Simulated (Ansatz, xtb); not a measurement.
# Relative energy of two isomers of C4H6N2Si

We compare I, `[SiH3]c1ncccn1`, a singlet, with II, `[SiH3]c1ccncn1`, a singlet. Both are isolated molecules in the gas phase, relaxed with B3LYP-D3(BJ)/def2-SVP.

**Question.** Estimate which is lower in electronic energy at CCSD(T)/def2-SVP + ΔMP2/def2-TZVPP, and by roughly how much.

**Answer.** The CCSD(T)/def2-SVP + ΔMP2/def2-TZVPP calculation puts structure II lower, by 1.16 kcal/mol.

How the difference moves with the method:

```csv
level,geometry,E(II) − E(I) (kcal/mol),departure from the last row (kcal/mol),"job, with rough time for the two"
GFN2-xTB,GFN2-xTB,−0.47,+0.69,"optimisation, 0.23 s"
HF/STO-3G,GFN2-xTB,+0.29,+1.45,"single point, 0.96 s"
r2SCAN-D4/def2-SVP,GFN2-xTB,−1.02,+0.14,"single point, 5.7 s"
B3LYP-D3(BJ)/def2-SVP,B3LYP-D3(BJ)/def2-SVP,−0.98,+0.18,"optimisation, 55 s"
HF/def2-SVP,B3LYP-D3(BJ)/def2-SVP,−1.01,+0.15,part of the CCSD(T) run
MP2/def2-SVP,B3LYP-D3(BJ)/def2-SVP,−1.20,−0.04,part of the CCSD(T) run
CCSD(T)/def2-SVP,B3LYP-D3(BJ)/def2-SVP,−1.14,+0.02,single point
CCSD(T)/def2-SVP + ΔMP2/def2-TZVPP,B3LYP-D3(BJ)/def2-SVP,−1.16,,"single point, 87 s"
```

As drawn, both hold the same kinds of bond in the same numbers.

GFN2-xTB, HF/STO-3G find them nearly level. The largest departure from CCSD(T)/def2-SVP + ΔMP2/def2-TZVPP is that of HF/STO-3G, 1.45 kcal/mol. A small imaginary or near-zero mode remains, so no thermal terms are given. The last row adds to CCSD(T) the change of the MP2 difference between the two basis sets, here −0.02 kcal/mol.

The correlated steps freeze 11 core orbitals. Run with Ansatz 0.2.0, xtb 6.7.1; the last row on 2 threads of Intel(R) Xeon(R) Platinum 8259CL CPU @ 2.50GHz (Skylake/Cascade Lake) on a shared host.
